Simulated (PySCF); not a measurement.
# Stationary points of H3NbS

These are results of PySCF, PBE0, basis Nb def2-TZVP with ECP28, S def2-TZVP, H def2-TZVP (scalar-relativistic core potentials, no spin–orbit coupling, density fitting), not measurements.

Relaxations began from a few typed shapes. The search is not exhaustive: other isomers or separated fragments can lie lower, and high-lying points may rest on an excited occupation.

**Question.** Order these stationary points by electronic energy, lowest first, in kJ/mol from the lowest minimum.
A. singlet C2v: Nb–H 1.747 Å (×2), Nb–H 1.866 Å, Nb–S 2.181 Å; H–Nb–H 60.8° (×2), H–Nb–H 121.6°, H–Nb–S 119.2° (×2), H–Nb–S 180.0°
B. singlet C3v: Nb–H 1.761 Å (×3), Nb–S 2.099 Å; H–Nb–H 116.3° (×3), H–Nb–S 101.2° (×3)
C. singlet Cs: Nb–H 1.691 Å, Nb–H 1.747 Å (×2), Nb–S 2.109 Å; H–Nb–H 65.0° (×2), H–Nb–H 122.6°, H–Nb–S 90.6°, H–Nb–S 103.4° (×2)

**Answer.** B (0.0), C (53.6), A (271.7).

**Question.** Which of them are minima?

**Answer.** By energy in kJ/mol, 0.0: minimum; 53.6: minimum; 271.7: saddle point, 2 imaginary modes.

For the lowest minimum: stability towards spin polarisation was not tested.
